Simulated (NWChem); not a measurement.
CH₅NOSi₂; SMILES O[Si@H]1[SiH2]N=C1

```xyz
10

O     -0.2667     2.3144    -0.3868
Si     0.0219     0.8717     0.3966
C      1.4214    -0.3506    -0.1034
N      0.9120    -1.5313    -0.1566
Si    -0.8727    -1.2563    -0.0424
H     -0.4619     2.2667    -1.3275
H      0.1524     1.2598     1.8324
H      2.5119    -0.2156    -0.2476
H     -1.5620    -2.1168     0.9677
H     -1.5068    -1.5021    -1.3741
```
Atoms are numbered in this order, from 1.

Results from NWChem. Pople sets run with spherical d functions. Medium grid unless said otherwise, to which SCAN and Minnesota functionals are sensitive. All runs use the structure optimised with PBE0/def2-SVP. B3LYP is NWChem's, with the RPA form of VWN correlation.

Problem. Order these by “orbital gap (eV)”, lowest first: PBE/6-31G*; B3LYP/6-31G*; r2SCAN/6-31G*; r2SCAN0/6-31G*.

Solution. PBE/6-31G* (3.13), r2SCAN/6-31G* (3.55), B3LYP/6-31G* (5.13), r2SCAN0/6-31G* (5.82)
